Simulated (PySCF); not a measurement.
Species: CH7ClSi2.
SMILES: `[SiH3]C([SiH3])Cl`

Level of theory: PBE0-D3(BJ)/def2-SVP geometry optimisation, gas phase in PySCF 2.14.0.

Take the most abundant isotopes and a rigid rotor. 

(1) Give the principal moments of inertia and the rotational constants in cm⁻¹.

(2) Classify the top.

(3) What does the inertial defect say?

(4) Give the other two planar moments, Paa and Pbb, and the rms extents of the mass along the axes.

(5) Give the coordinates in the principal-axis frame, origin at the centre of mass.

(6) Where do the levels up to J = 5 lie, in cm⁻¹?

(7) Which lines would a microwave search look for?

(8) Estimate the classical rotational partition function at 10 K, 200 K and 298.15 K.

## Answers

(1) Ia = 162.65, Ib = 182.29, Ic = 320.85 u·Å²; 505379 MHz·u·Å²/I gives 3107, 2772 and 1575 MHz, that is A = 0.10364, B = 0.09248, C = 0.05254 cm⁻¹.

(2) An asymmetric top. Ray's parameter κ = (2B − A − C)/(A − C) = 0.563; −1 is the prolate and +1 the oblate limit.

(3) Not planar: Δ = Ic − Ia − Ib = -24.09 u·Å². For a rigid frame Δ = −2 Σ m c², so Σ m c² = 12.05 u·Å² lies off the ab plane: 8.37 from hydrogen and 3.68 from heavier atoms. The atom farthest from that plane is 1.62 Å away.

(4) Paa = Σ m a² = (Ib + Ic − Ia)/2 = 170.25 and Pbb = Σ m b² = (Ia + Ic − Ib)/2 = 150.61 u·Å². With the mass M = 109.98 u, the rms extents √(P/M) along a, b and c are 1.24, 1.17, 0.33 Å.

(5) The sense of each axis is arbitrary; atoms in the order of the calculation.
```csv
atom,mass (u),a (Å),b (Å),c (Å)
Si1,27.977,-1.597,-0.899,0.074
C2,12.000,0.001,-0.072,-0.518
Si3,27.977,1.610,-0.879,0.074
Cl4,34.969,-0.012,1.640,0.067
H5,1.008,-1.621,-0.911,1.565
H6,1.008,-1.634,-2.305,-0.436
H7,1.008,-2.774,-0.146,-0.450
H8,1.008,0.001,-0.033,-1.619
H9,1.008,1.633,-0.892,1.565
H10,1.008,1.663,-2.284,-0.437
H11,1.008,2.778,-0.113,-0.449
```

(6) Above 0(0,0):
J = 1: 1(0,1) 0.1450, 1(1,1) 0.1562, 1(1,0) 0.1961
J = 2: 2(0,2) 0.4042, 2(1,2) 0.4063, 2(1,1) 0.5261, 2(2,1) 0.5596, 2(2,0) 0.5904
J = 3: 3(0,3) 0.7656, 3(1,3) 0.7659, 3(1,2) 0.9849, 3(2,2) 0.9946, 3(2,1) 1.0991, 3(3,1) 1.1659, 3(3,0) 1.1865
J = 4: 4(0,4) 1.2313, 4(1,4) 1.2313, 4(1,3) 1.5453, 4(2,3) 1.5469, 4(2,2) 1.7537, 4(3,2) 1.7807, 4(3,1) 1.8661, 4(4,1) 1.9761, 4(4,0) 1.9882
J = 5: 5(0,5) 1.8019, 5(1,5) 1.8019, 5(1,4) 2.2072, 5(2,4) 2.2074, 5(2,3) 2.5164, 5(3,3) 2.5226, 5(3,2) 2.7100, 5(4,2) 2.7658, 5(4,1) 2.8302, 5(5,1) 2.9914, 5(5,0) 2.9978

(7) The dipole components are |μa| = 0.00 D, |μb| = 1.07 D, |μc| = 0.76 D; the mirror of this Cs structure is the bc plane, so μa vanishes by symmetry (the 0.01 D computed is a residue) and there are no a-type lines. The squared components, which scale the intensities, stand as 1.00 : 0.51 (b : c). Some lines, for components of 0.1 D or more:

| type | branch | J(Ka,Kc) | MHz | lower level (cm⁻¹) |
| --- | --- | --- | --- | --- |
| b | Q | 1(1,0) ← 1(0,1) | 1532 | 0.145 |
| c | Q | 4(4,1) ← 4(3,1) | 3299 | 1.866 |
| b | Q | 3(2,1) ← 3(1,2) | 3424 | 0.985 |
| b | Q | 2(1,1) ← 2(0,2) | 3653 | 0.404 |
| b | Q | 3(3,1) ← 3(2,2) | 5133 | 0.995 |
| b | Q | 4(4,1) ← 4(3,2) | 5858 | 1.781 |
| b | Q | 4(1,3) ← 4(0,4) | 9414 | 1.231 |
| b | R | 3(0,3) ← 2(1,2) | 10773 | 0.406 |
| c | R | 2(2,0) ← 1(1,0) | 11820 | 0.196 |
| b | R | 4(0,4) ← 3(1,3) | 13952 | 0.766 |
| b | R | 4(1,4) ← 3(0,3) | 13960 | 0.766 |
| b | R | 4(1,3) ← 3(2,2) | 16508 | 0.995 |
| c | R | 3(2,1) ← 2(1,1) | 17179 | 0.526 |
| b | R | 3(2,1) ← 2(1,2) | 20770 | 0.406 |
| c | R | 4(3,1) ← 3(2,1) | 22993 | 1.099 |
| c | R | 4(2,3) ← 3(1,3) | 23414 | 0.766 |
| c | R | 4(4,0) ← 3(3,0) | 24035 | 1.186 |

(8) Point group Cs, symmetry number σ = 1; q = (√π/σ)·√((kT/h)³/(ABC)), k/h = 20836.6 MHz/K: 1450 at 10 K, 129000 at 200 K, 236000 at 298.15 K.

Whether it is a minimum is left open (no frequencies). Zero-point vibration and centrifugal distortion are left out. A rigid rotor knows nothing of internal rotation, which can split or shift real lines. Quadrupole hyperfine structure (35Cl) is left out.
